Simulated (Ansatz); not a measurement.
Ansatz (a program for electronic structure) input (CCSD(T)/aug-cc-pV(D+d)Z):
A basis named .json is the Basis Set Exchange file of that set.

Ansatz 0.2 input:
```yaml
crystal:
  periodic: [false, false, false]
  atoms:
    - {symbol: N, position_ang: [-1.70694792, -0.65431634, 0.25024739]}
    - {symbol: Si, position_ang: [-0.58544650, 0.63195459, 0.00078934]}
    - {symbol: Si, position_ang: [1.53945345, -0.31873328, -0.23459536]}
    - {symbol: H, position_ang: [-1.55701904, -1.33366547, 0.97899941]}
    - {symbol: H, position_ang: [-2.68998636, -0.51749215, 0.07470125]}
    - {symbol: H, position_ang: [-0.54094717, 1.66956759, 1.07445027]}
    - {symbol: H, position_ang: [-0.99457733, 1.33399759, -1.23919540]}
    - {symbol: H, position_ang: [1.70708550, -1.56047537, 0.56858919]}
    - {symbol: H, position_ang: [2.66798244, 0.60318382, 0.06400796]}
basis:
  gaussian:
    orbitals: aug-cc-pV_D+d_Z.json
magnetization: {spin_polarized: true, initial_magnetization: 1}
correlation: {method: ccsd_t, electrons: outside_noble_gas}
output: {forces: true}
```

Output:

```
Functional definition: HF
integrals: 0.60 GiB planned
1424 factors; integrals over basis functions are off by at most 8.4e-4 eV
0.87 GiB of device memory are held for the factors and their scratch space
mean field: 0.67 GiB planned
mean field evaluation 1: about -17297.7983 eV, gradient 2.5e1 eV
mean field evaluation 2: about -17297.7981 eV, gradient 2.5e1 eV
mean field evaluation 4: about -17301.1589 eV, gradient 2.5e0 eV
mean field evaluation 8: about -17301.2520 eV, gradient 3.4e-3 eV
mean field evaluation 16: about -17301.2504 eV, gradient 2.3e-1 eV
mean field evaluation 32: about -17296.4678 eV, gradient 3.8e-1 eV
mean field -17301.25197750 eV, -635.8092829633 hartree, gradient 3.0e-6 eV, S^2 0.758838; 1 other end points of the search recorded, 0 dependent functions left out
11 core orbitals not correlated
reference -17301.25197750 eV, -635.8092829633 hartree; 10, 9 occupied and 120, 121 virtual orbitals, 1424 factors
densities: 17.94 GiB planned
second order -10.31937597 eV of doubles, -0.00000000 eV of singles
coupled cluster: 6.35 GiB planned
cycle   1  -11.27879657 eV  change   -9.6e-1 eV  update   8.6e-2
cycle   2  -11.68425644 eV  change   -4.1e-1 eV  update   2.9e-2
cycle   3  -11.74430629 eV  change   -6.0e-2 eV  update   1.2e-2
cycle   4  -11.74127026 eV  change    3.0e-3 eV  update   4.6e-3
cycle   5  -11.74058546 eV  change    6.8e-4 eV  update   1.8e-3
cycle   6  -11.74052004 eV  change    6.5e-5 eV  update   8.6e-4
cycle   7  -11.74048006 eV  change    4.0e-5 eV  update   4.0e-4
cycle   8  -11.74063350 eV  change   -1.5e-4 eV  update   2.0e-4
cycle   9  -11.74068589 eV  change   -5.2e-5 eV  update   9.1e-5
cycle  10  -11.74064526 eV  change    4.1e-5 eV  update   4.5e-5
cycle  11  -11.74065479 eV  change   -9.5e-6 eV  update   2.2e-5
cycle  12  -11.74065639 eV  change   -1.6e-6 eV  update   8.5e-6
cycle  13  -11.74066016 eV  change   -3.8e-6 eV  update   3.6e-6
cycle  14  -11.74066285 eV  change   -2.7e-6 eV  update   1.6e-6
perturbative correction -0.35485634 eV, -0.0130407301 hartree
the calculation of the forces begins
0.87 GiB of device memory are held for the factors and their scratch space
Total energy: -17313.34749670 eV, -636.2537850951 hartree
Atom 0 at    -1.706948    -0.654316     0.250247 Å, force    -0.091881    -0.310701    -0.186150 eV/Å
Atom 1 at    -0.585446     0.631955     0.000789 Å, force     0.311605     0.478655    -0.035912 eV/Å
Atom 2 at     1.539453    -0.318733    -0.234595 Å, force     0.057044    -0.035404    -0.082371 eV/Å
Atom 3 at    -1.557019    -1.333665     0.978999 Å, force     0.032808    -0.274860     0.297724 eV/Å
Atom 4 at    -2.689986    -0.517492     0.074701 Å, force    -0.389333     0.054329    -0.032058 eV/Å
Atom 5 at    -0.540947     1.669568     1.074450 Å, force     0.010245     0.081353     0.082560 eV/Å
Atom 6 at    -0.994577     1.333998    -1.239195 Å, force    -0.043807     0.045642    -0.118094 eV/Å
Atom 7 at     1.707086    -1.560475     0.568589 Å, force     0.012910    -0.116268     0.062126 eV/Å
Atom 8 at     2.667982     0.603184     0.064008 Å, force     0.100411     0.077254     0.012175 eV/Å
Dipole moment:    -0.242321    -0.073118     0.126412 e Å
```

It need not be the lowest isomer of its formula.
